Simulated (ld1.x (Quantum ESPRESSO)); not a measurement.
**Mo (Z = 42): one change to a TM potential, before and after**

```json
{"Element": "molybdenum", "Generator": "ld1.x (Quantum ESPRESSO) 7.5", "Type": "norm-conserving Troullier–Martins (Kleinman–Bylander form)", "Functional": "LDA (PZ)", "Relativity": "scalar-relativistic", "Frozen core": "[Kr]", "Valence charge": "6", "Reference configuration": "4d5 5s0 5p0 (charge +1)", "Partial waves": "5p (bound, empty): rc 3.80 bohr; 4d (bound): rc 2.05 bohr; 5s (bound, empty): rc 2.90 bohr", "Local potential": "the s channel", "Core correction": "a·sin(br)/r model core, default radius (core density twice the valence density)"}
```

All-electron outer shells of the reference configuration (LDA (PZ), scalar-relativistic, ld1.x):

```json
{"shell": "4p", "level (eV)": "-45.46", "outermost node (bohr)": "0.52", "outermost maximum (bohr)": "1.06"}
{"shell": "4d", "level (eV)": "-10.66", "outermost node (bohr)": "0.53", "outermost maximum (bohr)": "1.38"}
{"shell": "5s", "level (eV)": "-10.15", "outermost node (bohr)": "1.34", "outermost maximum (bohr)": "2.79"}
{"shell": "5p", "level (eV)": "-6.07", "outermost node (bohr)": "1.53", "outermost maximum (bohr)": "3.49"}
```

Change: all radii but the core radius scaled by about 1.31 (s 3.78, p 4.96, d 2.68 bohr).

Cutoffs: the cutoffs (Ry, on a coarse ladder) from which the occupation-weighted sum of valence levels, in a spherical-Bessel basis at the reference potential, stays within 10 and 1 mRy of its value at 400 Ry; they do not see the model core or the augmentation charge, which bear on the density cutoff. Errors are all-electron minus pseudo energies relative to the spin-unpolarised reference configuration.

Question: How do hardness, ghosts and transferability respond?

Answer: The potential gets softer (40 Ry and 45 Ry → 30 Ry and 35 Ry); of the 9 tests that both files solve, the error grows in 2 and shrinks in 5 by more than 15 % and 0.3 meV (median size 157.7 → 117.6 meV); neither file shows a bound ghost. A larger radius leaves more room for a smooth pseudo-wave, so fewer plane waves are needed.

```tsv
quantity	base	changed
cutoff, loose	40 Ry	30 Ry
cutoff, tight	45 Ry	35 Ry
bound ghosts	none	none
error for 4d5 5s1 5p0, meV [ΔE -7.19 eV]	-11	-2.2
error for 4d4 5s0 5p0, meV [ΔE 15.70 eV]	-134	-118
error for 4d3 5s0 5p0, meV [ΔE 42.66 eV]	-705	-596
error for 4d5.5 5s0.5 5p0, meV [ΔE -6.88 eV]	-11	-11
error for 4d4 5s2 5p0, meV [ΔE -7.05 eV]	-158	-30
error for 4d2 5s0 5p0, meV [ΔE 82.36 eV]	-1867	-1478
error for 4d4 5s1 5p0, meV [ΔE 1.08 eV]	-127	-31
error for 4d5 5s0 5p0 (spin-polarised), meV [ΔE -3.39 eV]	+205	+271
error for 4d5 5s1 5p0 (spin-polarised), meV [ΔE -11.11 eV]	+201	+267
```
